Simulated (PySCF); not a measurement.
# input.py for GaF

The script input.py:

```python
from pyscf import gto, scf, mp

mol = gto.M(
    atom='Ga 0 0 0; F 0 0 1.82',
    basis='cc-pvdz-dk',
    charge=0,
    spin=0,
    symmetry=True,
    verbose=4,
)
mf = scf.UHF(mol)
mf = mf.sfx2c1e()
mf.kernel()
mp.MP2(mf).kernel()
mf.dip_moment()
print('orbital energies (hartree):', [e[max(0, n-3):n+3].round(4) for e, n in zip(mf.mo_energy, mol.nelec)])
```

```bash
$ OMP_NUM_THREADS=1 python input.py
```

It prints (some set-up lines and the per-cycle HOMO/LUMO lines with their warnings removed):

```
PySCF version 2.14.0

[INPUT] Symbol           X                Y                Z      unit          X                Y                Z       unit  Magmom
[INPUT]  1 Ga     0.000000000000   0.000000000000   0.000000000000 AA    0.000000000000   0.000000000000   0.000000000000 Bohr   0.0
[INPUT]  2 F      0.000000000000   0.000000000000   1.820000000000 AA    0.000000000000   0.000000000000   3.439301546708 Bohr   0.0

nuclear repulsion = 81.1211218937802
point group symmetry = Coov
symmetry origin: [0.         0.         0.77384285]
symmetry axis x: [1. 0. 0.]
symmetry axis y: [0. 1. 0.]
symmetry axis z: [0. 0. 1.]
num. orbitals of irrep A1 = 17
num. orbitals of irrep E1x = 9
num. orbitals of irrep E1y = 9
num. orbitals of irrep E2x = 3
num. orbitals of irrep E2y = 3
number of shells = 11
number of NR pGTOs = 103
number of NR cGTOs = 41
basis = cc-pvdz-dk
ecp = {}

******** <class 'pyscf.x2c.sfx2c1e.sfX2C1eSymAdaptedUHF'> ********
method = sfX2C1eSymAdaptedUHF
initial guess = minao
damping factor = 0
level_shift factor = 0
DIIS = <class 'pyscf.scf.diis.CDIIS'>
SCF conv_tol = 1e-09
SCF max_cycles = 50
number electrons alpha = 20  beta = 20

******** <class 'pyscf.x2c.sfx2c1e.SpinFreeX2CHelper'> ********
approx = 1e
xuncontract = 1
Freeze 0 electrons in irreps []
    40 free electrons in irreps A1 E1x E1y E2x E2y
init E= -2041.32890515721
cycle= 1 E= -2041.61094737724  delta_E= -0.282  |g|= 0.453  |ddm|= 0.587
cycle= 2 E= -2041.656107353  delta_E= -0.0452  |g|= 0.369  |ddm|=  0.5
cycle= 3 E= -2041.69919109138  delta_E= -0.0431  |g|= 0.0172  |ddm|= 0.185
cycle= 4 E= -2041.69965083605  delta_E= -0.00046  |g|= 0.00435  |ddm|= 0.0382
cycle= 5 E= -2041.69968267905  delta_E= -3.18e-05  |g|= 0.00139  |ddm|= 0.0102
cycle= 6 E= -2041.69968582797  delta_E= -3.15e-06  |g|= 0.000416  |ddm|= 0.00292
cycle= 7 E= -2041.69968610875  delta_E= -2.81e-07  |g|= 0.000151  |ddm|= 0.000821
cycle= 8 E= -2041.69968614196  delta_E= -3.32e-08  |g|= 6.2e-05  |ddm|= 0.000251
cycle= 9 E= -2041.69968614907  delta_E= -7.11e-09  |g|= 1.7e-05  |ddm|= 0.000134
cycle= 10 E= -2041.69968614959  delta_E= -5.23e-10  |g|= 3.32e-06  |ddm|= 4.24e-05
Extra cycle  E= -2041.69968614961  delta_E= -1.96e-11  |g|= 2.06e-06  |ddm|= 4.94e-06
converged SCF energy = -2041.69968614961  <S^2> = 1.4144419e-10  2S+1 = 1

******** <class 'pyscf.mp.ump2.UMP2'> ********
nocc = (np.int64(20), np.int64(20)), nmo = (41, 41)
E(UMP2) = -2041.96430593433  E_corr = -0.264619784718516
E(SCS-UMP2) = -2041.95607512  E_corr = -0.256388970391714
E_corr(same-spin) = -0.0705631976198146
E_corr(oppo-spin) = -0.194056587098702
Dipole moment(X, Y, Z, Debye): -0.00000, -0.00000, -2.59850
orbital energies (hartree): [array([-0.5555, -0.5555, -0.3743,  0.045 ,  0.045 ,  0.134 ]), array([-0.5555, -0.5555, -0.3743,  0.045 ,  0.045 ,  0.134 ])]
```

In short: E(SCF) = -2041.699686 Eh, 10 cycles, E(MP2) − E(SCF) = -0.26462 Eh, μz(SCF) = -2.60 D.

It ran on Intel Xeon 6975P-C (1 thread, shared host) in 0.86 s.

The bond length is a typed value, not an optimised one. No search for the lowest solution was made.
